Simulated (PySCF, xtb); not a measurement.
CaCl, SMILES [Cl][Ca], multiplicity 2.

Harmonic wavenumbers (cm⁻¹) from GFN2-xTB (xtb) at its own minimum, in rising order: 271.

Question: What does B3LYP-D3(BJ)/def2-TZVPD (PySCF) give at its own minimum? (An estimate is asked for; the answer gives what the named calculation found.)

Answer: 361. Paired by order, the mean absolute difference is 90 cm⁻¹ and the zero-point energies are 0.4 and 0.5 kcal/mol.
